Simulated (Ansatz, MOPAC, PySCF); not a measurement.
Dissociation curve of SMILES ClB1NB(NB(Cl)N1)Cl (H₃B₃Cl₃N₃). The N3–H12 bond (N3 also carries B, B; H12 carries nothing else) is varied alone, starting from the PBE0/def2-SVP optimised geometry.

AM1, restricted, heats of formation (MOPAC); UCCSD(T) = Ansatz (a first-principles code) with CCSD(T) on UHF/cc-pVDZ, frozen core; UHF/STO-3G = unrestricted Hartree-Fock/STO-3G in PySCF 2.14.0.

Energies are in kcal/mol, each relative to the lowest point of its own curve near equilibrium.

```csv
R / Å,AM1,UCCSD(T),UHF/STO-3G
0.83,14.4,28.1,35.3
0.89,4.7,11.2,14.5
0.95,0.4,2.7,3.7
0.97,0.0,1.2,1.8
1.01,0.4,0.0,0.0
1.04,1.6,0.3,0.2
1.07,3.5,1.3,1.5
1.14,10.0,6.3,7.8
1.23,21.3,15.8,20.9
1.34,37.3,29.8,41.2
1.48,58.8,48.5,70.0
1.66,85.6,71.3,96.3
1.89,116.2,95.2,111.6
2.15,143.7,114.5,118.2
2.45,166.0,125.1,120.8
2.96,189.6,128.8,121.8
```

At the longest distance, 2.96 Å, AM1 lies highest above its minimum (189.6 kcal/mol) and UHF/STO-3G lowest (121.8 kcal/mol).

The restricted form behind AM1 keeps the bonding electrons paired and can't separate into open-shell fragments. The unrestricted determinant behind UCCSD(T) is spin-contaminated at 1.66 to 2.96 Å (<S²> up to 1.0, against 0.00 for a pure singlet). The unrestricted determinant behind UHF/STO-3G is spin-contaminated at 1.48 to 2.96 Å (<S²> up to 1.0, against 0.00 for a pure singlet).
